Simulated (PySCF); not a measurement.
Effect of structural changes

Computed, not measured: TDA BHandHLYP/def2-SVPD excited states, vertical, gas phase (PySCF 2.14.0). Geometry: GFN2-xTB.

Each molecule in one low-energy conformer.

(1) How does the vertical S1–T1 gap change along this series?
- CC(C)=C=CF (H replaced by CH3)
- C#CC(C)=C=CF (H replaced by ethynyl)
- CC=C=C(F)Cl (H replaced by Cl)

## Answers

(1) 
| molecule | S1 (eV) | S1 from | f(S1) | T1 (eV) | T1 from | S1 − T1 (eV) | S0–T1 spin-orbit coupling (cm⁻¹) | S1–T1 spin-orbit coupling (cm⁻¹) |
| --- | --- | --- | --- | --- | --- | --- | --- | --- |
| CC(C)=C=CF | 5.50 | HOMO→LUMO | 0.001 | 4.31 | HOMO−1→LUMO | 1.18 | 0.46 | 6.07 |
| C#CC(C)=C=CF | 4.94 | HOMO−1→LUMO | 0.001 | 3.47 | HOMO→LUMO | 1.47 | 0.32 | 4.61 |
| CC=C=C(F)Cl | 4.92 | HOMO→LUMO | 0.000 | 4.18 | HOMO−1→LUMO | 0.74 | 12.27 | 22.23 |

The vertical S1–T1 gap is lowest for CC=C=C(F)Cl and highest for C#CC(C)=C=CF.
